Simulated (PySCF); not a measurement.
**Solvent effects on NMR parameters**

Geometry (Å), atoms numbered from 1 in this order:
```xyz
20

C     3.8298    1.3412    0.8001
C     2.7014    0.6915    0.1517
C     1.7757    0.1343   -0.4037
C     0.6343   -0.5286   -1.0162
C    -0.5005    0.4698   -1.3748
Si   -1.4180    0.8672    0.2338
N    -0.6943    2.2046    1.0262
O    -1.2439   -0.6336    1.0010
Si   -0.1696   -1.6924    0.2837
H     3.5032    2.1966    1.4123
H     4.3639    0.6438    1.4649
H     4.5529    1.7206    0.0608
H     0.9659   -1.0923   -1.9056
H    -1.2086   -0.0165   -2.0680
H    -0.1063    1.3625   -1.8847
H    -2.8734    1.1458    0.1126
H    -1.1155    2.6034    1.8575
H     0.3197    2.2351    1.0740
H     0.8070   -2.2381    1.2657
H    -0.8978   -2.8161   -0.3829
```

GIAO PBE0/pcSseg-1 in PySCF on one PBE0-D3(BJ)/def2-SVP conformer, non-relativistic, equivalent nuclei averaged. Solvents enter as an IEF-PCM continuum (tetrahydrofuran with ε = 7.4, dimethylsulfoxide with ε = 46.8) around the gas-phase geometry. Shifts are referred to TMS computed in the same medium.

Gas phase, δ in ppm: C3 89.1, C2 81.5, C5 17.0, C4 14.0, C1 4.8, Si9 -0.1, Si6 -5.2, H19 5.02, H20 4.94, H16 4.84, H13 2.04, H10/H11/H12 1.85, H17/H18 1.29, H15 1.09. Dipole moment 1.80 D.

(1) How does each δ change in the continuum?

(2) Which nuclei move most (in ppm), and what does the model miss?

## Answers

(1) 
```json
{"atoms": "C3", "environment": "alkyne carbon", "Δδ, tetrahydrofuran": "+0.1", "Δδ, dimethylsulfoxide": "+0.2"}
{"atoms": "C2", "environment": "alkyne carbon", "Δδ, tetrahydrofuran": "+2.6", "Δδ, dimethylsulfoxide": "+3.2"}
{"atoms": "C5", "environment": "sp3 CH2 bonded to Si", "Δδ, tetrahydrofuran": "+0.4", "Δδ, dimethylsulfoxide": "+0.6"}
{"atoms": "C4", "environment": "propargylic sp3 CH bonded to Si", "Δδ, tetrahydrofuran": "+0.3", "Δδ, dimethylsulfoxide": "+0.3"}
{"atoms": "C1", "environment": "propargylic methyl carbon", "Δδ, tetrahydrofuran": "-0.1", "Δδ, dimethylsulfoxide": "-0.1"}
{"atoms": "Si9", "environment": "silicon bonded to C, O, 2 H, in a 5-membered ring", "Δδ, tetrahydrofuran": "+1.5", "Δδ, dimethylsulfoxide": "+1.9"}
{"atoms": "Si6", "environment": "silicon bonded to C, N, O, H, in a 5-membered ring", "Δδ, tetrahydrofuran": "+1.1", "Δδ, dimethylsulfoxide": "+1.4"}
{"atoms": "H19", "environment": "hydrogen on a silicon bonded to C, O, in a 5-membered ring", "Δδ, tetrahydrofuran": "-0.05", "Δδ, dimethylsulfoxide": "-0.07"}
{"atoms": "H20", "environment": "hydrogen on a silicon bonded to C, O, in a 5-membered ring", "Δδ, tetrahydrofuran": "-0.02", "Δδ, dimethylsulfoxide": "-0.02"}
{"atoms": "H16", "environment": "hydrogen on a silicon bonded to C, N, O, in a 5-membered ring", "Δδ, tetrahydrofuran": "-0.06", "Δδ, dimethylsulfoxide": "-0.07"}
{"atoms": "H13", "environment": "hydrogen on a propargylic sp3 CH bonded to Si", "Δδ, tetrahydrofuran": "+0.20", "Δδ, dimethylsulfoxide": "+0.25"}
{"atoms": "H10/H11/H12", "environment": "hydrogen on a propargylic methyl carbon", "Δδ, tetrahydrofuran": "+0.11", "Δδ, dimethylsulfoxide": "+0.13"}
{"atoms": "H17/H18", "environment": "hydrogen on a nitrogen bonded to Si", "Δδ, tetrahydrofuran": "+0.36", "Δδ, dimethylsulfoxide": "+0.44"}
{"atoms": "H15", "environment": "hydrogen on an sp3 CH2 bonded to Si", "Δδ, tetrahydrofuran": "-0.01", "Δδ, dimethylsulfoxide": "-0.03"}
```

Changes are relative to the gas phase. The dipole moment becomes 2.11 D in tetrahydrofuran, 2.16 D in dimethylsulfoxide.

(2) C2 (alkyne carbon, +3.2 ppm) in dimethylsulfoxide. A continuum only polarises the solute; specific hydrogen bonds, the anisotropy of aromatic solvents and changes of geometry or conformer are outside it.
